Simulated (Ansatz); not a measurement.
Abridged output of a molecular run in Ansatz:

```
Functional definition: HF
1252 factors; integrals over basis functions are off by at most 1.6e-3 eV
mean field evaluation 1: about -11384.3255 eV, gradient 5.1e1 eV
mean field evaluation 2: about -11384.3474 eV, gradient 5.1e1 eV
mean field evaluation 4: about -11389.6758 eV, gradient 3.7e0 eV
mean field evaluation 8: about -11389.7220 eV, gradient 2.3e-4 eV
mean field -11389.72201539 eV, -418.5645638346 hartree, gradient 1.6e-6 eV, S^2 0.000000; 0 other end points of the search recorded, 0 dependent functions left out
8 core orbitals not correlated: weight in the atoms' cores, before any rotation towards them, 1.000 or more for the frozen orbitals, at most 0.000 for the correlated occupied ones
reference -11389.72201539 eV, -418.5645638346 hartree; 20, 20 occupied and 89, 89 virtual orbitals, 1252 factors
second order -20.61670484 eV of doubles, -0.00000000 eV of singles
cycle   1  -21.06397719 eV  change   -4.5e-1 eV  update   1.2e-1
cycle   2  -21.60791989 eV  change   -5.4e-1 eV  update   3.9e-2
cycle   3  -21.79126947 eV  change   -1.8e-1 eV  update   2.5e-2
cycle   4  -21.79314985 eV  change   -1.9e-3 eV  update   7.5e-3
cycle   5  -21.78820959 eV  change    4.9e-3 eV  update   3.5e-3
cycle   6  -21.78847790 eV  change   -2.7e-4 eV  update   1.2e-3
cycle   7  -21.78807262 eV  change    4.1e-4 eV  update   4.0e-4
cycle   8  -21.78794603 eV  change    1.3e-4 eV  update   1.3e-4
cycle   9  -21.78797525 eV  change   -2.9e-5 eV  update   4.9e-5
perturbative correction -0.58501687 eV, -0.0214989735 hartree
Total energy: -11412.09500751 eV, -419.3867561301 hartree
```

Its atoms:

```xyz
12

C     0.753   -2.022    0.086
O     0.240   -1.116    1.020
In   -0.395    0.716    0.572
C    -0.328    1.619   -1.352
O    -1.065    1.501    2.260
H     1.673   -2.478    0.472
H     0.039   -2.835   -0.108
H     1.001   -1.570   -0.887
H    -0.901    1.016   -2.056
H    -0.748    2.622   -1.301
H     0.706    1.672   -1.692
H    -0.975    0.876    2.984
```

(1) Which basis set was used?
A. def2-SVP
B. def2-SVPD
C. def2-TZVPP
D. cc-pV(T+d)Z

(2) Write the keys of the input that set method, charge and spin (a neutral closed shell needs none for the last two).

Results:

(1) A. It gives 117 functions.

(2) 
```yaml
correlation: {method: ccsd_t}
```
